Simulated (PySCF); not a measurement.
## As²⁺ (arsenic, charge +2) across methods

[Ar] 3d10 4s1 4p1 5s1, high-spin 4P determinant (an excited configuration). Calculation: PySCF 2.14, in aug-cc-pVDZ-DK; scalar relativity by spin-free X2C-1e. The B2PLYP total includes its PT2 part (frozen core); its orbital energies are those of the SCF part.

```csv
method,E (hartree),mean ε 4s α (eV),mean ε 4p α (eV),mean ε 5s α (eV),Σ⟨r²⟩ (bohr²),⟨S²⟩
B2PLYP,-2258.314,-42.308,-30.257,-13.945,36.48,3.750
PBE0,-2258.469,-40.966,-29.240,-13.692,37.15,3.750
wB97X-V,-2258.545,-43.324,-31.492,-15.103,36.84,3.750
B3LYP,-2258.768,-40.704,-28.902,-13.552,37.13,3.750
```

⟨L²⟩ = 3.11 against 2 for a pure P term, so this real determinant mixes terms. The outer electron is Rydberg-like, and this basis confines it to a smaller radius and binds it less than a complete one would.
